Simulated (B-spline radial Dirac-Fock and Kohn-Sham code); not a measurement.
ΔSCF core binding energies without Breit or QED terms, calculated with a radial B-spline solver.

A sound run for Ru⁶⁺ in the configuration [Kr] 4d2: The ground state converged in 9 iterations, with total energy -4520.94048 Ha, virial ratio 1.96069 and highest orbital energy -92.12 eV. ΔSCF binding energies: K (1s) 22287.9 eV, L3 (2p3/2) 2951.9 eV, M5 (3d5/2) 385.8 eV.

A second run, with one unsound setting: The ground state converged in 10 iterations, with total energy -2785.83909 Ha, virial ratio 2.48699 and highest orbital energy -103.70 eV. ΔSCF binding energies: K (1s) 5978.6 eV, L3 (2p3/2) 2421.5 eV, M5 (3d5/2) 486.7 eV.

```
iter   energy (Ha)        error
   1    -2754.89587703  4.17e+00
   2    -2780.48725110  9.94e-01
   3    -2785.34753333  2.72e-01
   4    -2785.79557604  7.43e-02
   5    -2785.83189854  3.67e-02
   6    -2785.83908775  1.37e-03
   7    -2785.83909387  1.54e-04
   8    -2785.83909410  2.29e-05
   9    -2785.83909410  1.27e-06
  10    -2785.83909410  4.12e-08
```

Task: Which fault fits the second run best?
A. functional not served
B. nuclear radius in wrong units
C. unbound anion
D. tolerance below the noise

Result: B. The input had radius_factor = 1000.0: radius_factor inflates the nucleus far beyond its size, which weakens the binding of the inner electrons.
